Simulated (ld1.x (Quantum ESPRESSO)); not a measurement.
**Before and after: TM potential for iridium (Ir)**

ld1.x (Quantum ESPRESSO) 7.5 input, shortened:

```
&input
   title='Ir', zed=77., rel=1, dft='PZ', iswitch=3,
   config='[Xe] 4f14 5d7 6s1.5 6p0.5'
 /
 &inputp
   pseudotype=2, tm=.true., lloc=-1, rcloc=1.65,
   nlcc=.true., rcore=1.00
 /
3
6S  1  0   1.50   0.00  2.20  2.20  0.0
6P  2  1   0.50   0.00  2.40  2.40  0.0
5D  3  2   7.00   0.00  1.45  1.45  0.0
 &test
   configts(1)='5d7 6s1.5 6p0.5'
 /
```

Change: wave 5d (bound): rc 1.45 bohr becomes 5d (bound): rc 2.04 bohr.

Cutoffs: the cutoffs (Ry, on a coarse ladder) from which the occupation-weighted sum of valence levels, in a spherical-Bessel basis at the reference potential, stays within 10 and 1 mRy of its value at 400 Ry; they do not see the model core or the augmentation charge, which bear on the density cutoff. Errors are all-electron minus pseudo energies relative to the spin-unpolarised reference configuration.

Q: How do hardness, ghosts and transferability respond?

A: The potential gets softer (55 Ry and 70 Ry → 50 Ry and 55 Ry); both files keep a bound ghost (d, p, s); the errors of the 9 common tests hardly move. A larger radius leaves more room for a smooth pseudo-wave, so fewer plane waves are needed.

| quantity | base | changed |
| --- | --- | --- |
| cutoff, loose | 55 Ry | 50 Ry |
| cutoff, tight | 70 Ry | 55 Ry |
| loose cutoff by channel (10 mRy a level) | s 8 Ry, p 6 Ry, d 55 Ry | s 8 Ry, p 6 Ry, d 30 Ry |
| bound ghosts | s, d, p | s, d, p |
| error for 5d7 6s2 6p0, meV [ΔE -2.66 eV] | +0.3 | +0.3 |
| error for 5d7 6s1 6p0, meV [ΔE 7.53 eV] | -6.7 | -6.7 |
| error for 5d7 6s0 6p0, meV [ΔE 25.38 eV] | -36 | -36 |
| error for 5d6 6s0 6p0, meV [ΔE 56.22 eV] | -195 | -198 |
| error for 5d7 6s1 6p1, meV [ΔE 2.75 eV] | -1.3 | -1.3 |
| error for 5d6 6s2 6p0, meV [ΔE 9.76 eV] | -117 | -118 |
| error for 5d7 6s1.5 6p0, meV [ΔE 1.52 eV] | -1.3 | -1.3 |
| error for 5d7 6s1.5 6p0.5 (spin-polarised), meV [ΔE -1.55 eV] | +28 | +27 |
| error for 5d7 6s2 6p0 (spin-polarised), meV [ΔE -3.81 eV] | +12 | +11 |
| s: phases at 2.59 bohr within 0.05 rad from the reference energy up to (Ry; the scan ends near 5) | 2.5 | 2.5 |
| p: phases at 2.59 bohr within 0.05 rad from the reference energy up to (Ry; the scan ends near 5) | 4.3 | 4.3 |
| d: phases at 2.59 bohr within 0.05 rad from the reference energy up to (Ry; the scan ends near 5) | 1.3 | 1.3 |

Base: These tests converged, but a pseudo level misses the all-electron one widely, so the file describes the atom poorly there or has found another state: 5d6 6s0 6p0: empty 6p by 5.6 eV (a node warning on the way). Changed file: These tests converged, but a pseudo level misses the all-electron one widely, so the file describes the atom poorly there or has found another state: 5d6 6s0 6p0: empty 6p by 5.6 eV (a node warning on the way). A true bound ghost makes a file unfit for plane-wave use even where its test errors are small: the radial tests pick states by their node count and pass the ghost by.
